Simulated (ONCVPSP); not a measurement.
What one change does to a pseudopotential (vanadium (V), ONCV)

- Element: V (Z = 23)
- Generator: ONCVPSP 4.0.1
- Type: optimised norm-conserving Vanderbilt (ONCV)
- Functional: PBEsol
- Relativity: scalar-relativistic
- Frozen core: [Ne]
- Valence charge: 13
- Reference configuration: 3s2 3p6 3d3 4s2
- Partial waves: 3s+4s: rc 1.40 bohr, ncon 3, nbas 7, qcut 9.3 1/bohr, 2 projectors; 3p: rc 1.05 bohr, ncon 5, nbas 8, qcut 7.7 1/bohr, 3 projectors, debl 0.9 Ha; 3d: rc 1.85 bohr, ncon 4, nbas 9, qcut 8.6 1/bohr, 1 projector
- Local potential: polynomial inside 0.90 bohr (lpopt 1, dvloc0 4 Ha)
- Core correction: Teter function, fcfact 2.75, rcfact 1.15

In the p channel the program set the typed energies aside and used -1.615, 0.250, 1.150 Ha.

Change: all radii but the core radius scaled by about 0.80 (s 1.12, p 0.84, d 1.48 bohr); local potential polynomial inside 0.72 bohr (lpopt 1, dvloc0 4 Ha).

Cutoffs: the cutoffs (Ha) at which the residual kinetic energy of the hardest occupied pseudo-wave falls to 1 and 0.1 mHa per electron; they do not see the model core or the augmentation charge, which bear on the density cutoff. Errors are all-electron minus pseudo energies relative to the spin-unpolarised reference configuration.

Question: Predict the effect on cutoff, ghosts and configuration errors.

Answer: The potential gets softer (68 Ha and 157 Ha → 48 Ha and 157 Ha); both files keep a bound ghost (p); of the 4 tests that both files solve, the error grows in 0 and shrinks in 3 by more than 15 % and 0.3 meV (median size 1.5 → 0.6 meV). Less of the atom is replaced, so other configurations are described better.

```tsv
quantity	base	changed
cutoff, loose	68 Ha	48 Ha
cutoff, tight	157 Ha	157 Ha
loose cutoff by channel	s 28 Ha, p 68 Ha, d 28 Ha	s 34 Ha, p 48 Ha, d 33 Ha
bound ghosts	p	p
GHOST(+) flags under 300 eV	none	none
error for 3s2 3p6 3d3 4s1, meV [ΔE 7.75 eV]	+0.4	0.0
error for 3s2 3p6 3d3 4s0, meV [ΔE 21.95 eV]	+2.4	+1.0
error for 3s2 3p6 3d2 4s0, meV [ΔE 50.80 eV]	+33	+14
error for 3s2 3p6 3d3 4s0 4p2, meV [ΔE 6.88 eV]	+0.6	+0.3
rms error of d²Exc/dni dnj with the model core, mHa	0.88	1.20
```

 A true bound ghost makes a file unfit for plane-wave use even where its test errors are small: the radial tests pick states by their node count and pass the ghost by.
